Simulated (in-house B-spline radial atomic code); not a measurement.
**Ionising the palladium ion Pd²⁺ with different functionals**

Computed with a B-spline radial code for spherical atoms: four-component Dirac-Coulomb Hamiltonian, Fermi nucleus of rms radius 4.5318 fm, spin-restricted, spherical fractional occupations for the functionals, and exact exchange of hybrids averaged over the configuration. The ionisation energy is the difference of two self-consistent energies, [Kr] 4d8 → [Kr] 4d7, without Breit or QED terms; ε is the level of the shell that loses the electron (mean over j). The electron is taken from both j subshells in proportion to 2j + 1, so the result is a j average, not the step between ground levels.

```csv
method,rung,ΔSCF (eV),-ε(4d) (eV)
B97-1,global hybrid,?,?
B3LYP,global hybrid,34.28,28.98
PBE0,global hybrid,34.18,29.29
CAM-B3LYP,range-separated hybrid,?,?
```

(1) What does B97-1 give?

(2) What does CAM-B3LYP give?

(3) Among the functionals, which spreads more, the ΔSCF values or the orbital energies?

(4) How do they compare with the NIST value?

Results:

(1) ΔSCF 34.13 eV, and -ε(4d) = 28.90 eV.

(2) ΔSCF 34.21 eV, and -ε(4d) = 30.83 eV.

(3) The orbital energies: ΔSCF values span about 0.15 eV and the orbital energies 1.93 eV; here energy differences depend much less on the functional than eigenvalues do.

(4) NIST lists 32.930 eV (semi-empirical, ground level to ground level). Errors run from +1.20 to +1.35 eV. The correlated functionals all miss on the same side by more than they spread, so the cause is common to them (Breit-QED terms, spin polarisation, the choice among j levels, multiplet and fine-structure energies, or a listed next ion that isn't the cheapest removal here) and closeness doesn't rank the functionals.
